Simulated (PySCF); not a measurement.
C$_{2}$H$_{6}$N, charge -1, singlet, geometry from GFN2-xTB (in this run its highest filled SCF level lies above zero, so its values depend strongly on the basis, on diffuse functions most of all), with bond 7-2 at 3.0 times its length; B3LYP/6-31G (PySCF).

Input for PySCF:
```python
from pyscf import gto, scf, dft

mol = gto.Mole()
mol.atom = '''
    C     1.191191   -0.382927    0.007172
    C    -0.131227    0.521680    0.020645
    N    -1.347911   -0.107551    0.083890
    H     2.099467    0.229158    0.017145
    H     1.194065   -1.037068    0.879195
    H     1.200633   -1.006310   -0.888497
    H     0.467142    2.672595   -2.732061
    H    -0.027302    1.178907    0.908696
    H    -1.459500   -0.683001   -0.773743
'''
mol.basis = '6-31g'
mol.charge = -1
mol.spin = 0
mol.verbose = 4
mol.build()

mf = dft.RKS(mol)
mf.xc = 'b3lyp'
mf.kernel()
mo_i, mo_e, stable_i, stable_e = mf.stability(internal=True, external=True, return_status=True, nroots=6, tol=1e-6)
print('internally stable:', stable_i, ' externally stable:', stable_e)
if not stable_e:
    umf = mf.to_uhf() if not hasattr(mf, 'xc') else mf.to_uks()
    umf.scf_summary = {}
    umf.kernel(umf.make_rdm1(mo_e, umf.mo_occ))
```

The log (banner, timings and long lists left out):

```
PySCF version 2.14.0

[INPUT] verbose = 4
[INPUT] num. atoms = 9
[INPUT] num. electrons = 26
[INPUT] charge = -1
[INPUT] spin (= nelec alpha-beta = 2S) = 0
[INPUT] symmetry False subgroup None
[INPUT] Mole.unit = angstrom
[INPUT] Symbol           X                Y                Z      unit          X                Y                Z       unit  Magmom
[...]
nuclear repulsion = 71.2422898443876
number of shells = 27
number of NR pGTOs = 90
number of NR cGTOs = 39
basis = 6-31g
ecp = {}

******** <class 'pyscf.dft.rks.RKS'> ********
method = RKS
initial guess = minao
damping factor = 0
level_shift factor = 0
DIIS = <class 'pyscf.scf.diis.CDIIS'>
diis_start_cycle = 1
diis_space = 8
diis_damp = 0
SCF conv_tol = 1e-09
SCF conv_tol_grad = None
SCF max_cycles = 50
direct_scf = True
direct_scf_tol = 1e-13
XC library pyscf.dft.libxc version 7.1.2
    S. Lehtola, C. Steigemann, M. J. T. Oliveira, and M. A. L. Marques,  SoftwareX 7, 1–5 (2018)
XC functionals = b3lyp
    P. J. Stephens, F. J. Devlin, C. F. Chabalowski, and M. J. Frisch,  J. Phys. Chem. 98, 11623 (1994)
radial grids:
    Treutler-Ahlrichs [JCP 102, 346 (1995); DOI:10.1063/1.469408] (M4) radial grids

becke partition: Becke, JCP 88, 2547 (1988); DOI:10.1063/1.454033
pruning grids: <function nwchem_prune>
grids dens level: 3
symmetrized grids: False
atomic radii adjust function: <function treutler_atomic_radii_adjust>
small_rho_cutoff = 0
Set gradient conv threshold to 3.16228e-05
Initial guess from minao.
tot grids = 100992
init E= -134.270514016803
cycle= 1 E= -134.269860078004  delta_E= 0.000654  |g|= 0.449  |ddm|= 2.54
cycle= 2 E= -133.60712928369  delta_E= 0.663  |g|= 0.774  |ddm|= 3.09
cycle= 3 E= -134.228397509405  delta_E= -0.621  |g|= 0.593  |ddm|= 3.06
cycle= 4 E= -134.345848506336  delta_E= -0.117  |g|= 0.17  |ddm|= 1.33
cycle= 5 E= -134.340860391422  delta_E= 0.00499  |g|= 0.154  |ddm|= 0.728
cycle= 6 E= -134.358069490658  delta_E= -0.0172  |g|= 0.0147  |ddm|= 0.472
cycle= 7 E= -134.358156719989  delta_E= -8.72e-05  |g|= 0.00644  |ddm|= 0.0217
cycle= 8 E= -134.358061974324  delta_E= 9.47e-05  |g|= 0.0129  |ddm|= 0.0232
cycle= 9 E= -134.358056889149  delta_E= 5.09e-06  |g|= 0.0132  |ddm|= 0.000797
cycle= 10 E= -134.358109614136  delta_E= -5.27e-05  |g|= 0.00978  |ddm|= 0.00851
cycle= 11 E= -134.358172086847  delta_E= -6.25e-05  |g|= 0.00183  |ddm|= 0.02
cycle= 12 E= -134.358174302234  delta_E= -2.22e-06  |g|= 0.000332  |ddm|= 0.00544
[...]
converged SCF energy = -134.358174371412
<class 'pyscf.dft.rks.RKS'> wavefunction is stable in the internal stability analysis
<class 'pyscf.dft.rks.RKS'> wavefunction is stable in the real -> complex stability analysis
<class 'pyscf.dft.rks.RKS'> wavefunction has an RHF/RKS -> UHF/UKS instability
[...]
internally stable: True  externally stable: False

******** <class 'pyscf.dft.uks.UKS'> ********
method = UKS
initial guess = minao
damping factor = 0
level_shift factor = 0
DIIS = <class 'pyscf.scf.diis.CDIIS'>
diis_start_cycle = 1
diis_space = 8
diis_damp = 0
SCF conv_tol = 1e-09
SCF conv_tol_grad = None
SCF max_cycles = 50
direct_scf = True
direct_scf_tol = 1e-13
number electrons alpha = 13  beta = 13
XC library pyscf.dft.libxc version 7.1.2
    S. Lehtola, C. Steigemann, M. J. T. Oliveira, and M. A. L. Marques,  SoftwareX 7, 1–5 (2018)
XC functionals = b3lyp
    P. J. Stephens, F. J. Devlin, C. F. Chabalowski, and M. J. Frisch,  J. Phys. Chem. 98, 11623 (1994)
radial grids:
    Treutler-Ahlrichs [JCP 102, 346 (1995); DOI:10.1063/1.469408] (M4) radial grids

becke partition: Becke, JCP 88, 2547 (1988); DOI:10.1063/1.454033
pruning grids: <function nwchem_prune>
grids dens level: 3
symmetrized grids: False
atomic radii adjust function: <function treutler_atomic_radii_adjust>
small_rho_cutoff = 0
Set gradient conv threshold to 3.16228e-05
init E= -134.335699246748
cycle= 1 E= -134.322588990617  delta_E= 0.0131  |g|= 0.136  |ddm|= 0.667
cycle= 2 E= -133.496658371099  delta_E= 0.826  |g|= 0.675  |ddm|= 1.78
cycle= 3 E= -134.317000838964  delta_E= -0.82  |g|= 0.19  |ddm|= 1.37
cycle= 4 E= -134.361118762961  delta_E= -0.0441  |g|= 0.0418  |ddm|= 0.402
cycle= 5 E= -134.354183675349  delta_E= 0.00694  |g|= 0.0935  |ddm|= 0.288
cycle= 6 E= -134.354203807606  delta_E= -2.01e-05  |g|= 0.0933  |ddm|= 0.00315
cycle= 7 E= -134.354463120618  delta_E= -0.000259  |g|= 0.0911  |ddm|= 0.0511
cycle= 8 E= -134.363624209745  delta_E= -0.00916  |g|= 0.0238  |ddm|= 0.237
cycle= 9 E= -134.363787488771  delta_E= -0.000163  |g|= 0.0146  |ddm|= 0.0855
cycle= 10 E= -134.364174913596  delta_E= -0.000387  |g|= 0.00711  |ddm|= 0.0448
cycle= 11 E= -134.364256903601  delta_E= -8.2e-05  |g|= 0.00303  |ddm|= 0.0206
cycle= 12 E= -134.364269063446  delta_E= -1.22e-05  |g|= 0.000755  |ddm|= 0.00761
cycle= 13 E= -134.36426979228  delta_E= -7.29e-07  |g|= 5.66e-05  |ddm|= 0.00207
cycle= 14 E= -134.364269809289  delta_E= -1.7e-08  |g|= 4.21e-05  |ddm|= 0.000289
cycle= 15 E= -134.364269818168  delta_E= -8.88e-09  |g|= 1.59e-05  |ddm|= 0.00036
cycle= 16 E= -134.364269818812  delta_E= -6.44e-10  |g|= 3.15e-06  |ddm|= 9.73e-05
Extra cycle  E= -134.36426981857  delta_E= 2.42e-10  |g|= 1.52e-05  |ddm|= 5.16e-05
converged SCF energy = -134.36426981857  <S^2> = 0.40598679  2S+1 = 1.6198602
```
